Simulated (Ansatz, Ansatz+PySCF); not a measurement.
```xyz
2

H     0.0467   -0.0065   -0.8116
F     0.0024    0.0061    0.0425
```

Basis set: cc-pVDZ (spherical functions). Left uncorrelated: 1 orbital. Charge 0, multiplicity 1.

Computed with Ansatz (development build ahead of 0.2.0); each method stands on the lowest determinant of its kind that the runs found. Restricted open shells among the atoms or ions are ROHF, correlated in semicanonical orbitals with singles. Restricted functionals stand beside restricted open-shell atoms, which can lie above the unrestricted atoms usual in DFT and then raise those values.

**Question.** Give the atomization energy at this shape (free ground-state atoms in the same class of orbitals less the molecule, no zero-point energy) of singlet HF by ωB97X (restricted), RHF-MP2, RHF.

**Answer.**

```json
{"method": "ωB97X (restricted)", "atomization energy": "5.54 eV"}
{"method": "RHF-MP2", "atomization energy": "5.45 eV"}
{"method": "RHF", "atomization energy": "3.96 eV"}
```
